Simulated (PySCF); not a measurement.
A side-by-side comparison of computed properties.

First species: C7H10OSi.
InChI=1S/C7H10OSi/c1-3-7-6-9(7)5-4-8-2/h1,4-5,7,9H,6H2,2H3/b5-4+/t7-,9+/m1/s1

Second species: C7H10OSi.
InChI=1S/C7H10OSi/c1-5-3-4-7(5)6(2)8-9/h3-4H,1H2,2,9H3/b7-6+

Levels: wB97X-D/def2-SVPD for dipole moment, HOMO energy, LUMO energy, HOMO–LUMO gap, static isotropic polarisability and electronic spatial extent ⟨r²⟩ about the centre of nuclear charge; TDDFT wB97X-D/def2-SVPD for lowest singlet excitation; TDA wB97X-D/def2-SVPD for lowest triplet excitation (Tamm–Dancoff); ΔSCF wB97X-D/def2-SVPD for vertical ionisation energy; PBE0-D3(BJ)/def2-SVP for rotational constant A and rotational constant C. Geometries: PBE0-D3(BJ)/def2-SVP. Each species is one conformer at its optimised geometry, gas phase, non-relativistic unless stated; the electronic structure was computed with PySCF and density fitting.

Dipoles, sizes and rotational constants follow the conformer. The torsions of the flexible species, by atom-mapped SMILES:
- `[CH:1]#[C:2][C@@H:3]1[CH2:4][Si@@H:5]1/[CH:6]=[CH:7]/[O:8][CH3:9]`: C4–Si5–C6–C7 149°, C6–C7–O8–C9 -1°
- `[CH2:1]=[C:2]1[CH:3]=[CH:4]/[C:5]1=[C:6](/[CH3:7])[O:8][SiH3:9]`: C5–C6–O8–Si9 163°

Values for the first species:

| Property | Result |
| --- | --- |
| Dipole moment | 1.75 D |
| HOMO energy | -7.91 eV |
| LUMO energy | 1.46 eV |
| HOMO–LUMO gap | 9.37 eV |
| Lowest singlet excitation | 5.56 eV |
| Lowest triplet excitation (Tamm–Dancoff) | 4.10 eV |
| Static isotropic polarisability | 117.0 au |
| Vertical ionisation energy | 7.97 eV |
| Electronic spatial extent ⟨r²⟩ about the centre of nuclear charge | 1937 bohr² |
| Rotational constant A | 2.248 GHz |
| Rotational constant C | 0.579 GHz |

Q: Estimate the same properties for the second species, and the change in each.

A: 
```
                                                         property       first      second  second less first
                                                    dipole moment      1.75 D      1.05 D            -0.70 D
                                                      HOMO energy    -7.91 eV    -7.71 eV           +0.20 eV
                                                      LUMO energy     1.46 eV     0.97 eV           -0.49 eV
                                                    HOMO–LUMO gap     9.37 eV     8.68 eV           -0.69 eV
                                        lowest singlet excitation     5.56 eV     4.41 eV           -1.15 eV
                         lowest triplet excitation (Tamm–Dancoff)     4.10 eV     2.94 eV           -1.16 eV
                                  static isotropic polarisability    117.0 au    121.7 au            +4.7 au
                                       vertical ionisation energy     7.97 eV     7.68 eV           -0.29 eV
electronic spatial extent ⟨r²⟩ about the centre of nuclear charge  1937 bohr²  1809 bohr²         -128 bohr²
                                            rotational constant A   2.248 GHz   3.190 GHz         +0.942 GHz
                                            rotational constant C   0.579 GHz   0.619 GHz         +0.040 GHz
```

On the first: S1 lies 3.81 eV below the HOMO–LUMO gap; its leading configuration is HOMO→LUMO, weight 0.72. The vertical singlet–triplet gap S1 − T1 is 1.46 eV (TDDFT singlet less Tamm–Dancoff triplet; S1: HOMO→LUMO, weight 0.72; T1: HOMO→LUMO, weight 0.57).

On the second: No computed singlet falls in the visible range (750 to 380 nm, 1.65 to 3.26 eV); S1 lies 1.15 eV above its blue end. The principal polarisabilities are 77.5, 122.4 and 165.1 au; their mean is the isotropic value.
